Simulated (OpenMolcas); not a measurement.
# Mn2+: Racah parameters, worked from levels

```
Program             : OpenMolcas 26.06
Basis               : ANO-L-VTZP [6s5p3d2f1g]
Scalar Hamiltonian  : non-relativistic, point nucleus
Active space        : 5 electrons in 5 orbitals (3d)
State averaging     : 2S+1 = 6 even, 1 root; 2S+1 = 4 even, 24 roots; 2S+1 = 2 even, 75 roots
Spin-orbit coupling : state interaction with AMFI integrals over the reference wave functions, term energies averaged over their components
```

Methods: CASSCF; MS-CASPT2, IPEA 0.25 Eh, imaginary shift 0.1 Eh (closed shells correlated: 3s 3p).

**Racah parameters.** Above 6S, d5 has 4D at 17B + 5C, 4G at 10B + 5C and 4P at 7B + 7C. The first two fix B and C, and the third tests them; where it misses by thousands of cm-1, two parameters do not describe the configuration (Trees and configuration-interaction terms are left out) and B and C hang on the terms chosen. Term energies are centres of gravity, weighted by 2J + 1.

```json
{"Source": "CASSCF", "4D": "40021", "4G": "32151", "B": "1124", "C": "4182", "C/B": "3.72", "4P from B, C": "37142", "4P found": "36991"}
{"Source": "MS-CASPT2", "4D": "33904", "4G": "28192", "B": "816", "C": "4006", "C/B": "4.91", "4P from B, C": "33754", "4P found": "30978"}
```

Energies in cm-1. From CASSCF to MS-CASPT2, B changes by -27.4 % and C by -4.2 %.

CASPT2 breaks the degeneracy within a term, and the mean is taken; among the terms shown or strongly mixed into the levels shown the widest spread is 350 cm-1 (3d5 4G, MS-CASPT2). Without dynamic correlation excited terms often stand tens of per cent too high (terms of higher spin than the ground term too low), and those without a measured partner can miss by more than the paired ones (holds for CASSCF). Blocks of more than 70 roots (2S+1 = 2 even) ran without multistate coupling (holds for MS-CASPT2). Levels of configurations outside the active space are missing.
